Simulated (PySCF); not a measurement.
Compound: C₂H₇BrSi.
InChI=1S/C2H7BrSi/c1-2-4-3/h2,4H2,1H3

Method: MP2 and CCSD/aug-cc-pVDZ in PySCF, restricted Hartree–Fock reference, frozen core, non-relativistic, gas phase, PBE0-D3(BJ)/def2-SVP geometry.

E(HF) = -2941.19400 Eh.

Problem. How large is the problem?

Solution. 172 basis functions and 68 electrons; 16 orbitals frozen, which leaves o = 18 correlated occupied and v = 138 virtual orbitals. That is o·v = 2484 singles and o·v(o·v + 1)/2 = 3086370 distinct closed-shell doubles amplitudes before symmetry; the costliest CCSD step grows as o²v⁴ = 1.2 × 10^11.

Problem. What are the MP2 and CCSD correlation energies?

Solution. MP2 -0.5490 Eh and CCSD -0.6056 Eh, which gives totals of -2941.74297 and -2941.79956 Eh. That is 0.458 eV for each correlated electron at CCSD (1590 kJ/mol in all, 0.021 % of the total energy); MP2 gives 90.7 % of the CCSD value.

Problem. What is the T1 diagnostic?

Solution. 0.0082, below the customary warning level of 0.02. It is the norm of the spatial-orbital singles amplitudes over the root of the number of correlated electrons, so the norm is 0.049.

Problem. How does correlation change the dipole moment?

Solution. HF gives 2.32 D and CCSD (unrelaxed density) 2.10 D, a change of -0.22 D.

No triples correction and no basis-set extrapolation were made.

The job also held the EOM ionisation roots. Hardware: Arm Neoverse V2, one thread (shared host). Cost: 8.5 min wall.

The values belong to the conformer `[CH3:1][CH2:2][SiH2:3][Br:4]`: C1–C2–Si3–Br4 179°.
